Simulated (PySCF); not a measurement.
## Be2 at BLYP

Level: BLYP. Be def2-SVPD; no relativity (PySCF 2.14).

| Item | Value |
| --- | --- |
| state | ¹Σg⁺ (singlet), closed shell |
| bond length | 2.452 Å |
| harmonic wavenumber | 338 cm⁻¹ |
| force constant | 0.304 mdyn/Å |
| rotational constant Be | 0.6220 cm⁻¹ |
| anharmonicity ωexe | 10.0 cm⁻¹ |
| vibration–rotation constant αe | 0.0193 cm⁻¹ |
| well depth De to Be + Be | 0.29 eV |
| dissociation energy D0 | 0.27 eV |
| HOMO–LUMO gap | 1.59 eV |
| bond order (Mayer) | 0.93 |

Closed-shell solutions of metal pairs were not tested for spin polarisation, which can lower them a little. The bond is weak. Basis-set superposition, not corrected here, can be much of De in a small basis, most of all at correlated wavefunction levels. Functionals without a dispersion term scatter widely for such bonds, and LDA overbinds them.
